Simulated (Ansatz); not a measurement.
Ideal-gas functions of F₂H₄OSiSn (`[F][SnH]([F])[O][SiH3]`) at 298.15 K and 1 bar, from an Ansatz frequency run at PBE0-D4/def2-TZVP.

Molar mass 204.82 g/mol, point group Cs (symmetry number 1), electronic degeneracy 1, moments of inertia 137.795, 386.368, 424.468 u Å². Harmonic wavenumbers (cm⁻¹, unscaled): 21, 43, 77, 172, 174, 207, 482, 528, 533, 645, 649, 718, 735, 951, 958, 977, 1009, 2043, 2225, 2234, 2235.

Use S(trans) = R[1.5 ln M + 2.5 ln T − 1.1517]; rotational temperatures θ = 24.2544 K / I; S(rot) = R[ln(√π/σ · √(T³/θAθBθC)) + 1.5]; for each mode x = 1.438777 ν̃/T, S = R[x/(eˣ − 1) − ln(1 − e⁻ˣ)] and H = RT x/(eˣ − 1); 1 cm⁻¹ = 0.0119627 kJ/mol; R = 8.31446 J/(mol·K).

By hand: the entropy, in J/(mol·K).

Translation 175.2. Rotation: θ = 0.176, 0.0628, 0.0571 K, giving 118.9. Vibration, mode by mode: 27.35, 21.40, 16.59, 10.10, 10.01, 8.66, 2.95, 2.48, 2.43, 1.58, 1.56, 1.19, 1.12, 0.48, 0.46, 0.43, 0.38, 0.00, 0.00, 0.00, 0.00, in all 109.2. Electronic 0.0. Sum 403.3 J/(mol·K).

By hand: H − E and G − E in kJ/mol, counted from the electronic energy.

Zero-point energy ½ × 17616 × 0.0119627 = 105.4; thermal vibration 14.6; translation, rotation and pV give 4 RT = 9.9. H − E = 129.9 kJ/mol, and G − E = 129.9 − 298.15 × 403.3/1000 = 9.7 kJ/mol.

Vibration gives 27 % of the entropy, 65.4 J/(mol·K) of it from the modes under 150 cm⁻¹: soft modes count most, and the harmonic formula is weakest for them. The sum counts one conformer and one mirror image; others add a mixing term.
